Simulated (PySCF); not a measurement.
Static response to an electric field

Compound: C4H3FN2OS.
Geometry (GFN2-xTB, Å), atoms numbered from 1 in this order:
```xyz
12
C4H3FN2OS angstrom
C     -1.7559   -0.2768    0.7368
C     -0.6502    0.6890    0.4345
O     -0.6788    1.8660    0.6891
C      0.5217    0.0590   -0.2264
N      0.5612   -1.2561   -0.5158
N      1.6007   -1.6646   -1.0713
S      2.7391   -0.4794   -1.3424
C      1.6938    0.6820   -0.6284
F      2.0221    1.9474   -0.5163
H     -1.3824   -1.0661    1.3852
H     -2.5803    0.2449    1.2146
H     -2.0898   -0.7461   -0.1856
```

Level: CAM-B3LYP/def2-SVPD (PySCF), static field, nuclei fixed, core orbitals frozen in the response. The polarisability tensor in these axes (au):

```
x    96.18  -2.15 -20.88
y    -2.15  82.86   7.52
z   -20.88   7.52  62.10
```

Task: Give the principal values, the mean and the anisotropy Δα = √{½[(α1 − α2)² + (α2 − α3)² + (α1 − α3)²]}.

Result: Principal values 51.09, 82.84 and 107.22 au; mean 80.38 au = 11.91 Å³ = 13.25 × 10⁻⁴⁰ C²·m²/J; Δα = 48.74 au (61 % of the mean).

Task: What is the dipole moment, and where does it point?

Result: (1.01, -0.91, -0.64) D, 1.50 D in size, pointing from the negative to the positive side. Measured along this direction, the outermost atoms are H11 at the negative end and S7 at the positive end.

Task: Find the Langevin capture rate constant for NO+ (29.998 u) meeting this molecule (145.995 u), k = 2.342 × 10⁻⁹ cm³/s × √(α in Å³ / reduced mass in u).

Result: The reduced mass is 24.88 u, so k = 1.62 × 10⁻⁹ cm³/s. The formula leaves out the permanent dipole, which adds to the capture rate.

Task: Orientational against electronic polarisability at 350 K (dilute gas, rigid molecules)?

Result: In Gaussian units μ²/3kT = 15.52 Å³ against 11.91 Å³, a ratio of 1.30; the Debye molar polarisation (4π/3)N_A(α + μ²/3kT) is 69.2 cm³/mol, leaving out the vibrational part.

Task: What are the principal values of the traceless quadrupole moment, Θ = ½Σq(3rr − r²1), about the centre of nuclear charge?

Result: -18.05, 4.60, 13.45 D·Å. The values depend on the origin, since the dipole doesn't vanish. The electronic extent ⟨r²⟩ about the same centre is 1293 bohr², a root-mean-square distance of 2.21 Å for the 74 electrons.

Isolated species at its GFN2-xTB geometry (one conformer only).
